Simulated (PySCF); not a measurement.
## Dipole response of Ne⁺ (neon, charge +1)

[He] 2s2 2p5, 2P determinant. All numbers are calculated (PySCF 2.14, the spin-free X2C one-electron Hamiltonian (Gaussian nucleus), in aug-cc-pVDZ-DK (4s3p2d, 23 functions)). Coupled (time-dependent) response in atomic units; α is the mean over directions. A double-zeta set is small for polarisabilities.

```csv
method,mean α (bohr³),"α xx, yy, zz",C₆ (like pair),S(−4)
UHF,1.145,"1.215, 1.110, 1.110",2.005,0.3833
PBE,1.232,"1.282, 1.207, 1.207",2.176,0.5142
PBE0,1.204,"1.261, 1.176, 1.176",2.124,0.4667
BLYP,1.231,"1.279, 1.207, 1.207",2.163,0.5234
M06-2X,1.184,"1.259, 1.147, 1.147",2.052,0.4626
```

S(−4) is the Cauchy moment in α(ω) = α(0) + S(−4) ω² + …

α(iu) at PBE0:

```csv
u (hartree),α(iu) (bohr³)
0,1.204
0.0500,1.203
0.100,1.200
0.200,1.186
0.300,1.165
0.500,1.105
0.750,1.013
1.00,0.9166
1.50,0.7386
2.00,0.5916
3.00,0.3863
5.00,0.1897
```

A single London oscillator, α(iu) = α/(1 + u²/ω²), gives C₆ = (3/4) ω α². Matching the computed C₆ needs ω = 4 × 2.124 / (3 × 1.204²) = 1.95 hartree.

For an ion, C₆ is the dispersion term alone; charge-induced terms of lower order in 1/R come first.

The components differ because the open shell of this determinant is not spherical; for a pure term their mean is the scalar polarisability.
